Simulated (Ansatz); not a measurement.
Total energies of Au2Cl2⁺ (the lowest doublet isomer of a short search) from Ansatz at PBE-D4/def2-TZVP, gas phase (1 Eh = 27.2114 eV = 2625.5 kJ/mol). The reference geometry is relaxed at PBE0-D4/def2-SVP.

```tsv
atom	x (Å)	y (Å)	z (Å)
Au1	-0.191	-1.674	2.302
Au2	0.025	0.565	-0.777
Cl3	1.269	-0.596	0.801
Cl4	-1.102	1.706	-2.326
```

| state | geometry | energy (Eh) |
| --- | --- | --- |
| charge 1 doublet | reference | -1191.35616 |
| charge 0 singlet | reference | -1191.68597 |
| charge 1 quartet | relaxed at PBE0-D4/def2-SVP | -1191.28648 |

In the def2 sets Au takes a core potential; there is no spin–orbit coupling.

(1) Work out the vertical electron affinity, to the singlet.

(2) Which of the charge 1 states is lowest, and how far above it are the others?

(1) E(charge 1 doublet) − E(charge 0 singlet) = -1191.35616 − (-1191.68597) = 0.32981 Eh = 8.97 eV.

(2) The doublet. quartet: -1191.28648 − (-1191.35616) = 0.06968 Eh = 182.9 kJ/mol.

This restricted singlet of an open-shell metal (gap down to 0.58 eV) wasn't tested against broken symmetry. 

The structure comes from a short search, and lower isomers may exist.
